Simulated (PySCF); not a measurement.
Species: cis-Si(NH3)2Cl4 (`N->[Si](<-N)(Cl)(Cl)(Cl)Cl`). The columns A, B, C and D hold Mulliken, IAO, Hirshfeld and ESP-fitted charges (e) of one PBE0/pcSseg-1 density (PySCF), in a shuffled order. Coordinates in Å (PBE0-D3(BJ)/def2-SVP); the density's dipole moment is (6.39, -0.12, 6.52) D.

```tsv
atom	x	y	z	A	B	C	D
Si1	-0.582	0.004	-0.594	+0.334	+1.018	+0.273	+1.170
N2	-0.539	-0.018	1.437	-0.152	-0.590	-0.520	-0.482
H3	-1.531	0.088	1.669	+0.138	+0.307	+0.290	+0.251
H4	-0.038	0.773	1.846	+0.141	+0.289	+0.307	+0.227
H5	-0.223	-0.915	1.810	+0.139	+0.291	+0.305	+0.232
Cl6	-0.417	0.041	-2.722	-0.199	-0.367	-0.208	-0.368
N7	1.449	-0.007	-0.510	-0.152	-0.590	-0.510	-0.482
H8	1.701	-0.103	-1.499	+0.138	+0.307	+0.287	+0.252
H9	1.838	-0.807	-0.009	+0.142	+0.289	+0.308	+0.227
H10	1.824	0.884	-0.176	+0.139	+0.291	+0.298	+0.232
Cl11	-2.713	0.005	-0.473	-0.199	-0.367	-0.208	-0.368
Cl12	-0.369	2.179	-0.342	-0.235	-0.440	-0.310	-0.446
Cl13	-0.371	-2.176	-0.415	-0.235	-0.439	-0.311	-0.445
```

Q: Which column most likely holds the ESP-fitted charges?

A: C. Σ q r misses the density's dipole by 0.06 D (C), 0.36 D (B), 0.99 D (D), 2.51 D (A). Charges fitted to the outside potential are the only set here that is tied to the molecule's multipoles.

Q: And the Hirshfeld charges?

A: A. The mean sizes are 0.180 e (A), 0.318 e (C), 0.399 e (D), 0.430 e (B), and Hirshfeld charges are commonly the smallest of these schemes.

As computed, A = Hirshfeld, B = IAO, C = ESP-fitted, D = Mulliken.

The ESP scheme is a least-squares fit of atom-centred charges to the potential on four shells outside the van der Waals surface, with the total charge fixed. The Mulliken scheme gives each basis function's population to the atom it is centred on and halves the overlap population of two atoms between them.

Geometry: PBE0-D3(BJ)/def2-SVP; no solvent, vibrations or thermal averaging.

These values come from a run that also computed NMR shieldings. Time: 61 s wall (with the writing of density and orbital grids); peak memory 1.1 GiB. Hardware: one thread of an Arm Neoverse N1 (shared host).
